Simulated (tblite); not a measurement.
Start geometry of `C1C(OC(C(OCC)=O)=O)C1` from a force field or distance geometry (Å):
```
atom  x, y, z in Å
C1     3.8195    0.6785    0.8357
C2     3.1665   -0.4822    1.5349
O3     1.7635   -0.3798    1.5908
C4     0.9913   -0.3020    0.4043
O5     1.6197   -0.3538   -0.6695
C6    -0.4438   -0.1990    0.5329
O7    -1.0258   -0.1560    1.6525
O8    -1.2698   -0.1213   -0.5796
C9    -2.6679   -0.0212   -0.3852
C10   -3.5362   -0.7235   -1.3840
C11   -3.5099    0.7799   -1.3598
H12    3.1938    1.5936    0.9970
H13    4.8113    0.8249    1.2970
H14    3.8956    0.5113   -0.2684
H15    3.5014   -0.4867    2.6154
H16    3.5297   -1.4022    1.0720
H17   -3.0651    0.0099    0.6464
H18   -2.9783   -1.1347   -2.2783
H19   -4.4090   -1.2787   -1.0162
H20   -4.3373    1.3488   -0.8799
H21   -3.0580    1.3111   -2.2038
```

Problem. What comes out of this run: GFN2-xTB geometry optimisation, gas phase in tblite 0.8.0?

Solution. 
```
atom  x, y, z in Å
C1     3.754    0.799    0.816
C2     3.068   -0.409    1.437
O3     1.653   -0.215    1.537
C4     0.935   -0.434    0.451
O5     1.357   -0.781   -0.620
C6    -0.563   -0.218    0.749
O7    -1.020   -0.123    1.857
O8    -1.239   -0.180   -0.384
C9    -2.645   -0.055   -0.323
C10   -3.415   -0.712   -1.425
C11   -3.297    0.782   -1.378
H12    3.539    1.694    1.395
H13    4.827    0.636    0.799
H14    3.404    0.944   -0.203
H15    3.402   -0.568    2.464
H16    3.259   -1.304    0.835
H17   -3.022   -0.053    0.693
H18   -2.840   -1.233   -2.174
H19   -4.357   -1.175   -1.180
H20   -4.158    1.368   -1.095
H21   -2.650    1.256   -2.098
```

The energy falls by 1.117 eV over 77 L-BFGS steps, the largest force on an atom goes from 6.01 to 0.010 eV/Å, and the atoms move by 0.317 Å rms after alignment. Among the bonds, O3–C4 and C4–C6 change most and about equally (-0.098 to +0.098 Å). Bonds longer at the end by more than 0.005 Å: 3 of 21; shorter: 14. Among the angles that change most is C4–C6–O8, from 121.6° to 109.6°. Among the dihedrals that turn most is H13–C1–C2–O3, from 149° to 177°. Rotational constants go from 3432, 460.6, 432.0 to 3102, 491.4, 460.3 MHz. The orientation of the end geometry is arbitrary; only internal coordinates are fixed.

Its lowest GFN2-xTB frequency is 3 cm⁻¹, too small to tell a flat minimum from a shallow saddle. The numbers are those of one conformer. 2 starts were optimised and ended at 0.00 and 0.40 kcal/mol (GFN2-xTB); the lowest of these is shown.

All values are computed, not measured.
